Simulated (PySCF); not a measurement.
H3NPb, SMILES [NH2][PbH] (connectivity only; charge and spin as stated), neutral, multiplicity 1.

Geometry: B3LYP-D3(BJ)/def2-TZVP. The def2 effective core potentials stand for the cores of Pb; spin–orbit coupling is left out.

Level of theory: ωB97X/def2-TZVPD (PySCF).

Gas-phase values at a fixed geometry.

- total energy = -249.46311 hartree
- point group = Cs
- highest occupied level = -8.89 eV
- lowest empty level = -0.26 eV
- orbital gap = 8.64 eV
- dipole moment = 1.23 D
- quadrupole, principal values (traceless, Buckingham form, about the centre of nuclear charge) = -3.91, 1.58, 2.33 D·Å
- mean static polarisability = 59.0 bohr³ (8.74 Å³)
- polarisability, principal values = 45.7, 63.9, 67.3 bohr³
